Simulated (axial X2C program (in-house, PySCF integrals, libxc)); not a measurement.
# CuH⁺: from the spin-free to the two-component result

Computed with an in-house relativistic program for diatomic molecules. Spin-free means the one-electron spin-free X2C Hamiltonian; two-component (2c) means X2C with spin–orbit coupling and atomic mean-field two-electron Coulomb and Gaunt terms, so the difference of the two also holds small scalar two-electron terms. Basis: Cu dyall-cv3z [9s9p6d3f2g], H dyall-v3z [6s2p1d] (cores contracted in-house); Gaussian nuclei, density fitting, unrestricted open shells. Masses: Cu 62.930 u, H 1.008 u.

Spin-free state: M_S = 1/2, Λ = 0 (beyond evenly filled blocks: σα); fragments Cu+ + H.

```
level  Re (Å)  ωe (cm⁻¹)  De (eV)  μ (D)
 PBE0   1.466     1900.6    1.323  -0.85
  MP2   1.392     2138.9      n/a    n/a
 BP86   1.476     1850.8    1.821  -0.54
```

Correlated methods: 11 electrons correlated (number of frozen shells: Cu 3 s, 2 p; H none), 181 virtual spin orbitals or spinors in MP2.

Dipoles are positive if H is the positive end and refer to the centre of mass.

Two-component determinant lowest at the distance of the search:

Ω = 1/2 (⟨Sz⟩ = 0.50, ⟨Lz⟩ = 0.00 at HF); fragments Cu+ + H.

```tsv
level	Re (Å)	ωe (cm⁻¹)	De (eV)	μ (D)
PBE0	1.466	1899.0	1.321	-0.85
MP2	1.395	2118.2	n/a	n/a
BP86	1.476	1849.3	1.819	-0.54
```

Problem. From the two tables, how do the constants change at the MP2 level (2c against spin-free)?

Solution. At the MP2 level Re increases by 0.003 Å and ωe drops by 20.7 cm⁻¹.

Occupations by symmetry block were frozen at the best pattern of an incomplete PBE0 search. De is counted from the lowest determinant-based energies of the atoms at the same level, without counterpoise correction. Density functionals use the spin component along the axis (collinear). The determinant is spin-polarised beyond a pure state at some levels (its spin-free form has ⟨S²⟩ too high), which makes Re and μ there less reliable.
